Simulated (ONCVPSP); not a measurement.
# Building the ONCV potential for V (LDA (Perdew-Zunger), scalar-relativistic).

V, optimised norm-conserving Vanderbilt (ONCV), made with ONCVPSP 4.0.1 (LDA (Perdew-Zunger), scalar-relativistic). Core [Ne], reference 3s2 3p6 3d3 4s2. Waves: 3s+4s: rc 1.75 bohr, ncon 3, nbas 6, qcut 6.4 1/bohr, 3 projectors, debl 2.8 Ha; 3p: rc 1.05 bohr, ncon 4, nbas 7, qcut 8.3 1/bohr, 2 projectors, debl 1.3 Ha; 3d: rc 1.15 bohr, ncon 4, nbas 9, qcut 7.2 1/bohr, 2 projectors, debl 1.4 Ha. Local part: polynomial inside 0.70 bohr (lpopt 2, dvloc0 -1 Ha). Core correction: Teter function, fcfact 5.25, rcfact 1.75.

In the p channel the program set the typed energies aside and used -1.615, 0.250 Ha.

All-electron outer shells of the reference configuration (LDA (Perdew-Zunger), scalar-relativistic, ld1.x):

```tsv
shell	level (eV)	outermost node (bohr)	outermost maximum (bohr)
2p	-502.84	–	0.21
3s	-69.83	0.38	0.82
3p	-43.95	0.35	0.84
3d	-5.38	–	0.88
4s	-4.85	1.17	2.72
```

Problem. Estimate the cutoffs (Ha) at which the residual kinetic energy of the hardest occupied pseudo-wave falls to 1 and 0.1 mHa per electron.

Solution. 225 Ha and 280 Ha.

Problem. What does a ghost test show?

Solution. No bound ghost flagged; no localised positive-energy state flagged.

Problem. Which valence shell sets the plane-wave cutoff?

Solution. 3d: 225 Ha for 1 mHa per electron, against 23 Ha for 3p.

Problem. Tests: 3s2 3p6 3d3 4s1; 3s2 3p6 3d3 4s0; 3s2 3p6 3d2 4s0; 3s2 3p5 3d3 4s2. Which has the largest error in its energy relative to the reference configuration, and how large is it?

Solution. 3s2 3p5 3d3 4s2, with -16 meV (all-electron minus pseudo) on +50.88 eV.
